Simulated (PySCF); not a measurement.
C5H10SSi2.
Structure used (GFN2-xTB), in Å, numbered top down from 1:
```xyz
18
C5H10SSi2 angstrom
C      2.107    0.041    1.750
C      1.710    0.446    0.695
C      1.160    0.939   -0.540
C      0.845   -0.179   -1.534
Si    -0.285   -1.556   -0.832
Si    -2.029   -0.474    0.236
C     -1.254    1.080    1.035
S     -0.300    2.032   -0.194
H      2.496   -0.314    2.657
H      1.863    1.652   -0.988
H      0.377    0.275   -2.410
H      1.793   -0.605   -1.870
H      0.539   -2.400    0.046
H     -0.680   -2.388   -1.976
H     -3.079    0.025   -0.661
H     -2.685   -1.212    1.323
H     -2.004    1.785    1.389
H     -0.582    0.859    1.863
```

NICS = −σ at a ghost point: NICS(0) at the centroid of the ring atoms, NICS(1) 1 Å to either side along the normal of their mean plane, zz for the tensor component along that normal. Level: GIAO PBE0/pcSseg-1 (PySCF, non-relativistic, gas phase) on the GFN2-xTB geometry, one conformer.

Ring bond lengths (Å), with Mayer bond orders in brackets: C3–C4 1.529 (1.00), C4–Si5 1.914 (0.89), Si5–Si6 2.315 (0.92), Si6–C7 1.911 (0.86), C7–S8 1.825 (0.98), S8–C3 1.856 (1.01).

Q: What do the NICS probes read (ppm)?

A: 
```json
{"ring": "C3–C4–Si5–Si6–C7–S8", "type": "6-membered ring with S and 2 Si; formal bonds all single", "NICS(0)": "-2.6", "NICS(1), two faces": "-2.1 / -2.8", "NICS(1)zz, two faces": "4.2 / 1.8", "rms pucker (Å)": "0.31", "centre to ring atoms, mean (Å)": "1.80"}
```

Q: What can be read from them?

A: 
- C3–C4–Si5–Si6–C7–S8: mean NICS(1)zz 3.0 ppm, near zero. C3, C4, Si5, Si6, C7 have four or more neighbours, so the value isn't read as a sign of a π ring current.

Q: What field does 14.1 T along the ring normal induce along that normal at the second NICS(1) probe listed for ring C3–C4–Si5–Si6–C7–S8, 1 Å off the ring?

A: NICSzz × B0 = 1.8 ppm × 14.1 T = 25 μT, along the applied field.

Q: List the ring angles and the Hirshfeld charges of the ring atoms.

A: 
- C3–C4–Si5–Si6–C7–S8: C3 112.9° (-0.014 e), C4 114.2° (-0.159 e), Si5 106.1° (+0.237 e), Si6 105.5° (+0.232 e), C7 110.8° (-0.167 e), S8 103.3° (+0.004 e); sum 652.8° against 720° for a flat convex ring.

Q: What are the shieldings of the ring atoms and their hydrogens in the same run (means over atoms taken as equivalent)?

A: 
```csv
atoms,environment,σ isotropic (ppm),"principal values of the symmetric part, first atom (ppm)"
C3,sp3 carbon bound to sulfur,150.2,"137.2, 151.4, 161.9"
C4,sp3 carbon bound to silicon,167.9,"137.5, 173.9, 192.3"
Si5,SiH2 silicon,437.8,"416.5, 433.4, 463.4"
Si6,SiH2 silicon,438.1,"414.4, 440.0, 459.9"
C7,sp3 carbon bound to sulfur,175.6,"158.8, 175.0, 193.0"
S8,sulfide sulfur,445.3,"279.5, 390.8, 665.6"
H10,methine hydrogen,27.79,"23.7, 24.6, 35.1"
H11,methylene hydrogen,30.36,"26.5, 28.1, 36.5"
H12,methylene hydrogen,30.05,"25.0, 27.6, 37.6"
H13,Si–H hydrogen,27.43,"23.7, 26.3, 32.3"
H14,Si–H hydrogen,28.04,"24.5, 25.1, 34.5"
H15,Si–H hydrogen,27.73,"24.4, 25.5, 33.3"
H16,Si–H hydrogen,27.66,"23.8, 24.7, 34.4"
H17,methylene hydrogen,29.88,"23.9, 27.0, 38.7"
```

The list is cut; further classes of hydrogen are left out.

The run took 71 s wall on one thread, Arm Neoverse N1 (aarch64), shared host with 64 logical CPUs at a one-minute load of 55, and the process peaked at 1.0 GiB of memory. This is the whole shielding run at PBE0/pcSseg-1, SCF included.
